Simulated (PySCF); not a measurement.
BeH4OSi, SMILES [BeH][O][SiH3]. Heavy atoms are numbered as in [BeH:1][O:3][SiH3:4]. Hydrogens are named by the atom that carries them.

Geometry optimised at PBE-D3(BJ)/def2-TZVP.

All values below come from PBE0/pcSseg-2 in PySCF.

GIAO shieldings, no solvent; atoms alike by connectivity are averaged. δ = σ(ref) − σ: ¹H against TMS (σ = 31.54 ppm); ¹⁷O against H2O (σ = 327.8 ppm); ²⁹Si against TMS (σ = 341.9 ppm), references at their B3LYP-D3(BJ)/def2-TZVP geometries, non-relativistic.

| atoms | nucleus | count | δ (ppm) |
|---|---|---|---|
| H on Si4 | ¹H | 3 | 5.45 |
| H on Be1 | ¹H | 1 | … |
| O3 | ¹⁷O | 1 | … |
| Si4 (SiH3) | ²⁹Si | 1 | -44.0 |

**Question.** What belongs in the gaps? (Estimate from the structure and the level; the computed values follow.)

**Answer.** 
- O3, δ (ppm): 56.3
- H on Be1, δ (ppm): 3.36
